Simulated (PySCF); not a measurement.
Compound: C₄H₁₀GaN.
Cartesian coordinates in Å at the PBE0-D3(BJ)/def2-SVP level; atoms count from 1:
```xyz
16
C4H10GaN angstrom
C      3.400   -0.358   -0.410
C      2.402   -0.026    0.416
C      1.197    0.773    0.066
Ga    -0.421   -0.354   -0.167
N     -2.030    0.390    0.247
C     -3.337   -0.206    0.130
H      3.417   -0.021   -1.452
H      4.234   -0.979   -0.074
H      2.447   -0.398    1.449
H      0.971    1.525    0.840
H      1.344    1.313   -0.886
H     -0.454   -1.829   -0.690
H     -2.060    1.340    0.600
H     -3.251   -1.235   -0.252
H     -3.868   -0.268    1.099
H     -3.998    0.341   -0.568
```

Method: TDDFT PBE0/def2-SVPD, vertical, gas phase, core orbitals frozen in the response (PySCF 2.14.0, density-fitted response routines). Relativistic effects, spin–orbit coupling among them, are left out although an element past zinc is present.

Ground-to-excited transition dipoles (e·a0, same axes as the geometry; the sign carries no meaning), for the states with f of 0.002 or more among the lowest 7:

```json
{"state": "S1", "E (eV)": "4.951", "μx": "0.475", "μy": "-0.060", "μz": "-0.117"}
{"state": "S2", "E (eV)": "5.283", "μx": "-0.936", "μy": "0.242", "μz": "0.185"}
{"state": "S3", "E (eV)": "5.697", "μx": "0.098", "μy": "-0.169", "μz": "0.383"}
{"state": "S4", "E (eV)": "5.963", "μx": "-0.512", "μy": "-0.014", "μz": "0.051"}
{"state": "S5", "E (eV)": "6.299", "μx": "-0.126", "μy": "0.098", "μz": "-0.136"}
{"state": "S6", "E (eV)": "6.576", "μx": "-1.195", "μy": "0.081", "μz": "0.377"}
{"state": "S7", "E (eV)": "6.622", "μx": "-0.275", "μy": "0.015", "μz": "-0.074"}
```

(1) Work out the oscillator strengths.

(2) What angle do the transition dipoles of S2 and S3 make?

(3) How is the summed strength of these states shared among x, y and z?

(4) What peak molar absorption coefficient would the strongest computed level give as a lone Gaussian band 0.4 eV wide at half height?

Results:

(1) f = (2/3) ΔE |μ|² with ΔE in hartree (27.2114 eV).

```csv
state,|μ|² (au),|μ| (D),f
S1,0.243,1.25,0.029
S2,0.969,2.50,0.125
S3,0.184,1.09,0.026
S4,0.265,1.31,0.039
S5,0.044,0.53,0.007
S6,1.577,3.19,0.254
S7,0.081,0.72,0.013
```

(2) |cos θ| = |μa·μb| / (|μa| |μb|) = 0.15, so θ ≈ 82° (taken between 0 and 90°, since the signs are arbitrary).

(3) (2/3) Σ ΔE μα² gives 0.425 for x, 0.015 for y and 0.053 for z, 0.493 in all.

(4) ε(max) = 2.175×10⁸ f / FWHM, with the width in cm⁻¹. S6: 2.175×10⁸ × 0.2540 / 3226 ≈ 17000 L mol⁻¹ cm⁻¹.

The vertical ionisation energy (ΔSCF) is 8.33 eV, 1.71 eV above S7.

On an x86-64 server with one thread, no GPU (shared host), this took 81 s of wall time.

One conformer stands for the species.
